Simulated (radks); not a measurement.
Charge is removed step by step from the 4s down level of the rubidium ion Rb+, starting from [Ar] 3d10 4s(up 1, down 1) 4p6. Method: scalar-relativistic Kohn-Sham, BLYP, spin-polarised, spherical densities, point nucleus; computed with a radial shooting solver on a logarithmic mesh with Libxc functionals.

removed (e)  E - E(0) (eV)  eigenvalue (eV)  E minus straight line (eV)
0                    0.000          -37.486                       0.000
0.25                 9.762          -40.635                      -1.206
0.5                 20.320          -43.844                      -1.617
0.75                31.686          -47.106                      -1.219
1                   43.874          -50.419                       0.000

Removing the whole electron costs 43.874 eV by Delta-SCF, against 37.486 eV from minus the eigenvalue at the starting occupation. Slater's transition state (half an electron removed) gives 43.844 eV. Integrating minus the eigenvalue over the occupation (Janak's theorem) gives 43.880 eV. In this scalar-relativistic scheme the density is built from large components alone, so the theorem holds only approximately. The mean slope of the eigenvalue, de/dn, is 12.9 eV per electron.
